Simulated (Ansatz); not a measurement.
The first iterations of a band of GeH3S (5 atoms, charge 0, multiplicity 2).

All numbers below come from Ansatz, UHF/def2-mTZVP.

```json
{
 "movable images": "5",
 "climbing image": "yes",
 "spring": "5.0 eV/Å²",
 "optimiser": "quadratic models (default)",
 "start path": "through a guess of the saddle point",
 "force threshold": "0.03 eV/Å",
 "iteration limit": "35",
 "end points": "relaxed"
}
```

Image 0:

```xyz
5
Properties=species:S:1:pos:R:3
S 1.135 -0.847 0.602
Ge -0.397 0.667 -0.003
H 0.282 -1.794 1.007
H -1.371 0.070 -1.038
H 0.401 1.831 -0.610
```

Image 6:

```xyz
5
Properties=species:S:1:pos:R:3
S 1.817 -0.972 -0.391
Ge -0.127 0.065 0.009
H -0.640 -0.526 1.325
H -1.109 -0.213 -1.130
H 0.109 1.571 0.146
```

| iteration | highest image above the first end (eV) | largest band force component (eV/Å) |
| --- | --- | --- |
| 1 | 2.244 | 2.780 |
| 2 | 1.773 | 0.930 |
| 3 | 1.471 | 1.424 |

Task: Does the band converge within its limit, and where does its top end?

Result: The forces met the threshold. It ended after 9 iterations with the highest image 1.780 eV above the first end. Neighbouring images differ by up to 1.4 eV, so the band resolves the path poorly. A vibrational analysis at the climbing image gives one clearly imaginary mode, 1922i cm⁻¹: a first-order saddle point.

Time of the run: 3.5 min on 1 thread of Intel(R) Xeon(R) Processor @ 2.50GHz (Skylake/Cascade Lake), on a shared host, peak memory 0.17 GiB.
